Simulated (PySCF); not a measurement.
HCoO₂ (triplet). All numbers come from PySCF, UPBE0, basis Co def2-TZVP, O def2-TZVP, H def2-TZVP (no relativity, density fitting).

Harmonic bands of its minimum:

```tsv
ω (cm⁻¹)	IR (km/mol)
253	14.1
366	10.7
588	6.4
986	15.8
1033	103
2079	1.7
```

Question: The central atom is Co. Infer the point group and assign the bands.

Answer: Cs. The modes span 4a' + 2a'': 253 a', 366 a', 588 a'', 986 a', 1033 a'', 2079 a'. The computed geometry has Co–H 1.459 Å, Co–O 1.560 Å (×2); H–Co–O 102.7° (×2), O–Co–O 129.6°.

Other isomers or separated fragments may lie lower. With open d or f shells other occupations or spin states may lie lower.
